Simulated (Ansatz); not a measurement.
Geometry optimisation, RKS B3LYP-D4/def2-SVP (Ansatz 0.2.0).

input.yaml

```yaml
crystal:
  periodic: [false, false, false]
  atoms:
    - { symbol: Si, position_ang: [-0.3652, -2.4311, 0.2255] }
    - { symbol: "N", position_ang: [-0.3679, -0.6499, 0.2091] }
    - { symbol: C, position_ang: [-1.39935, -0.14183, -0.32462] }
    - { symbol: O, position_ang: [-1.64091, 1.1918, -0.5708] }
    - { symbol: Si, position_ang: [-0.57303, 2.3487, 0.01341] }
    - { symbol: Cl, position_ang: [-1.43556, 4.14923, -0.51743] }
    - { symbol: H, position_ang: [-0.4258, -2.8386, -1.1914] }
    - { symbol: H, position_ang: [-1.5728, -2.8198, 0.9506] }
    - { symbol: H, position_ang: [0.8348, -2.856, 0.8946] }
    - { symbol: H, position_ang: [-2.24228, -0.68904, -0.81024] }
    - { symbol: H, position_ang: [-0.39628, 2.36463, 1.48352] }
    - { symbol: H, position_ang: [0.74857, 2.29935, -0.7343] }
basis:
  gaussian: { orbitals: def2-SVP }
hamiltonian:
  xc: b3lyp
  dispersion: d4
relax:
  f_tol: 0.015
  max_steps: 40
```

Launched with:

```bash
$ ansatz run input.yaml --threads 2 --pin off --max-ram 3072MiB --backend cpu --events-out ev --progress --plain --runs-dir out
```

Question: Where does it end, and by what steps?

Answer: The run converged. After 16 steps the energy has fallen by 0.371 eV; H7 moved furthest, 1.20 Å.

```csv
step,energy less start (eV),largest force component (eV/Å),accepted
0,0.0000,1.253,yes
1,-0.1200,1.692,yes
2,-0.2705,0.694,yes
3,-0.2882,0.408,yes
4,-0.3046,0.292,yes
5,-0.3075,0.161,yes
6,-0.3221,0.090,yes
7,-0.3257,0.330,yes
8,-0.3355,0.214,yes
9,-0.3530,0.271,yes
10,-0.3588,0.300,yes
11,-0.3631,0.200,yes
12,-0.3690,0.035,yes
13,-0.3702,0.040,yes
14,-0.3706,0.048,yes
15,-0.3707,0.035,yes
16,-0.3708,0.012,yes
```

```xyz
12
Properties=species:S:1:pos:R:3
Si -0.290 -2.264 0.191
N -0.653 -0.562 0.020
C -1.776 -0.026 -0.209
O -1.906 1.300 -0.318
Si -0.454 2.196 -0.124
Cl -1.086 4.152 -0.358
H 0.706 -2.647 -0.847
H -1.515 -3.111 0.037
H 0.299 -2.493 1.539
H -2.744 -0.545 -0.343
H 0.079 2.043 1.245
H 0.502 1.885 -1.206
```

Time of the run: 88 s on 2 threads of Arm Neoverse V1 (shared host), peak memory 0.33 GiB.
